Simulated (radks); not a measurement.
Problem. Valence configurations of V IV (all share [Ar]). Method: scalar-relativistic Kohn-Sham, PBEsol, spin-polarised, spherical densities, finite nucleus; open shells are filled with parallel spins first; Fermi nuclear charge, rms radius 3.6002 fm; computed with a radial shooting solver on a logarithmic mesh with Libxc functionals. Order these by energy: 4s1 4p1; 3d1 4p1; 3d1 4s1; 3d1.5 4p0.5; 4p2; 3d2.

Solution. From the lowest, in eV above it: 3d2 0.000; 3d1.5 4p0.5 8.415; 3d1 4s1 11.502; 3d1 4p1 17.825; 4s1 4p1 33.318; 4p2 40.047. NIST lists [Ar] 3d2 as the ground configuration; this level of theory agrees among the configurations tried. The energies are those of spherical high-spin densities, not of single terms.
